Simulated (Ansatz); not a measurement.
The multiplicity is imposed and other spin states were not computed.

All values below come from r2SCAN-D4/def2-SVP run with Ansatz (an electronic-structure program). No frequencies were computed at this level.

Ansatz 0.2 input:
```yaml
crystal:
  periodic: [false, false, false]
  atoms:
    - { symbol: Ag, position_ang: [-0.092372, -0.150024, -0.022019] }
    - { symbol: O, position_ang: [1.571624, 1.346954, 0.544401] }
    - { symbol: H, position_ang: [2.142465, 1.786231, -0.086015] }
    - { symbol: H, position_ang: [1.84136, 1.603158, 1.426081] }
    - { symbol: H, position_ang: [-1.18065, -1.145341, -0.44405] }
basis:
  gaussian: { orbitals: def2-svp }
hamiltonian:
  xc: r2scan
  dispersion: d4
relax:
  max_steps: 150
```

Output:

```
Functional definition: r2SCAN
599 factors; their error is unknown
mean field evaluation 1: about -6088.3579 eV, gradient 5.0e1 eV
mean field evaluation 2: about -6080.8258 eV, gradient 8.2e1 eV
mean field evaluation 4: about -6093.1795 eV, gradient 2.8e0 eV
mean field evaluation 8: about -6093.1987 eV, gradient 3.2e-2 eV
mean field evaluation 16: about -6093.1848 eV, gradient 5.6e-6 eV
mean field -6093.18483814 eV, -223.9204126925 hartree, gradient 5.6e-6 eV, S^2 0.000000; 0 other end points of the search recorded, 0 dependent functions left out
reference -6093.18485354 eV, -223.9204132585 hartree; 15, 15 occupied and 45, 45 virtual orbitals, 599 factors
relax step   1: F+E_penalty+E_count = -6093.19724465 eV  Δ(F+E_penalty+E_count) = +0.000e0 eV  max|allowed force component| = 9.001e-1 eV/Å  Δτ_max = 0.0000 Å  (25 SCF iters, accepted)
these checks for a lower state are left out or cut short: starts, cluster_reference, orbital_swaps, neighbouring_geometries, increment
599 factors; their error is unknown
mean field -6093.22936124 eV, -223.9220488863 hartree, gradient 8.3e-6 eV, S^2 0.000000; 0 other end points of the search recorded, 0 dependent functions left out
reference -6093.22937677 eV, -223.9220494572 hartree; 15, 15 occupied and 45, 45 virtual orbitals, 599 factors
relax step   2: F+E_penalty+E_count = -6093.24184584 eV  Δ(F+E_penalty+E_count) = -4.460e-2 eV  max|allowed force component| = 2.115e-1 eV/Å  Δτ_max = 0.0493 Å  (26 SCF iters, accepted)
these checks for a lower state are left out or cut short: starts, cluster_reference, orbital_swaps, neighbouring_geometries, increment
599 factors; their error is unknown
mean field -6093.21226951 eV, -223.9214207770 hartree, gradient 8.6e-5 eV, S^2 0.000000; 0 other end points of the search recorded, 0 dependent functions left out
reference -6093.21228518 eV, -223.9214213526 hartree; 15, 15 occupied and 45, 45 virtual orbitals, 599 factors
relax step   3: F+E_penalty+E_count = -6093.22483687 eV  Δ(F+E_penalty+E_count) = +1.701e-2 eV  max|allowed force component| = 1.650e0 eV/Å  Δτ_max = 0.1545 Å  (30 SCF iters, rejected (line search))
these checks for a lower state are left out or cut short: starts, cluster_reference, orbital_swaps, neighbouring_geometries, increment
599 factors; their error is unknown
mean field evaluation 32: about -6093.2396 eV, gradient 1.3e-1 eV
mean field -6093.23968397 eV, -223.9224282396 hartree, gradient 2.2e-5 eV, S^2 0.000000; 0 other end points of the search recorded, 0 dependent functions left out
reference -6093.23969957 eV, -223.9224288132 hartree; 15, 15 occupied and 45, 45 virtual orbitals, 599 factors
relax step   4: F+E_penalty+E_count = -6093.25219489 eV  Δ(F+E_penalty+E_count) = -1.035e-2 eV  max|allowed force component| = 1.331e-1 eV/Å  Δτ_max = 0.0772 Å  (28 SCF iters, accepted)
these checks for a lower state are left out or cut short: starts, cluster_reference, orbital_swaps, neighbouring_geometries, increment
599 factors; their error is unknown
mean field -6093.25519972 eV, -223.9229984331 hartree, gradient 1.2e-5 eV, S^2 0.000000; 0 other end points of the search recorded, 0 dependent functions left out
reference -6093.25521551 eV, -223.9229990133 hartree; 15, 15 occupied and 45, 45 virtual orbitals, 599 factors
relax step   5: F+E_penalty+E_count = -6093.26773804 eV  Δ(F+E_penalty+E_count) = -1.554e-2 eV  max|allowed force component| = 2.208e-1 eV/Å  Δτ_max = 0.0999 Å  (28 SCF iters, accepted)
these checks for a lower state are left out or cut short: starts, cluster_reference, orbital_swaps, neighbouring_geometries, increment
599 factors; their error is unknown
mean field -6093.26202303 eV, -223.9232491851 hartree, gradient 5.8e-6 eV, S^2 0.000000; 0 other end points of the search recorded, 0 dependent functions left out
reference -6093.26203897 eV, -223.9232497708 hartree; 15, 15 occupied and 45, 45 virtual orbitals, 599 factors
relax step   6: F+E_penalty+E_count = -6093.27455193 eV  Δ(F+E_penalty+E_count) = -6.814e-3 eV  max|allowed force component| = 1.049e-1 eV/Å  Δτ_max = 0.0787 Å  (27 SCF iters, accepted)
these checks for a lower state are left out or cut short: starts, cluster_reference, orbital_swaps, neighbouring_geometries, increment
599 factors; their error is unknown
mean field -6093.26249004 eV, -223.9232663473 hartree, gradient 8.9e-5 eV, S^2 0.000000; 0 other end points of the search recorded, 0 dependent functions left out
reference -6093.26250599 eV, -223.9232669334 hartree; 15, 15 occupied and 45, 45 virtual orbitals, 599 factors
relax step   7: F+E_penalty+E_count = -6093.27503589 eV  Δ(F+E_penalty+E_count) = -4.840e-4 eV  max|allowed force component| = 6.969e-3 eV/Å  Δτ_max = 0.0052 Å  (24 SCF iters, accepted)
599 factors; their error is unknown
mean field evaluation 64: about -6093.2737 eV, gradient 4.1e-2 eV
mean field -6093.26249004 eV, -223.9232663473 hartree, gradient 8.9e-5 eV, S^2 0.000000; 1 other end points of the search recorded, 0 dependent functions left out
reference -6093.26250599 eV, -223.9232669334 hartree; 15, 15 occupied and 45, 45 virtual orbitals, 599 factors
Total energy: -6093.27505184 eV, -223.9237279848 hartree
Atom 0 at    -0.055889    -0.010927    -0.014703 Å, force     0.006969    -0.001285     0.000488 eV/Å
Atom 1 at     1.420338     1.578775     0.533896 Å, force     0.003626     0.003543     0.002705 eV/Å
Atom 2 at     2.157143     1.627335    -0.092221 Å, force    -0.002296    -0.000706    -0.002487 eV/Å
Atom 3 at     1.834060     1.414200     1.393577 Å, force    -0.003245    -0.000695     0.000119 eV/Å
Atom 4 at    -1.073225    -1.168405    -0.402152 Å, force    -0.005054    -0.000857    -0.000826 eV/Å
Dipole moment:     1.008977     0.658030     0.313756 e Å
```

Cost: roughly 24 core-seconds.
